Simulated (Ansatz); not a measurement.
Basis-set extrapolation for C₂H₈O₃Si₂ (`C=C[SiH](O)[SiH](O)O`) (PBE0-D4/def2-TZVP geometry, frozen core, the Gaussian-basis code of Ansatz). Multiplicity 1, RHF reference.

```
                      def2-TZVPP   def2-QZVPP
                 HF  -883.141709  -883.174537
    MP2 correlation    -1.281276    -1.380819
CCSD(T) correlation    -1.379991      not run
```

Energies in hartree. Use E(X) = E(∞) + A·exp(−7.88·√X) for Hartree–Fock and E(X) = E(∞) + B·X^(−2.97) for correlation, with X = 3 and 4, and add CCSD(T) minus MP2 of the smaller set to the MP2 limit.

Task: What is the CCSD(T) energy at the basis-set limit?

Result: HF limit: -883.174537 + (-0.032828) × 0.13774 = -883.17906. MP2 limit: -1.380819 + (-0.099543) × 0.74074 = -1.45455. Higher-order term: -1.379991 − (-1.281276) = -0.09871. Total: -884.73232 hartree, 553.0 kJ/mol below CCSD(T)/def2-TZVPP.
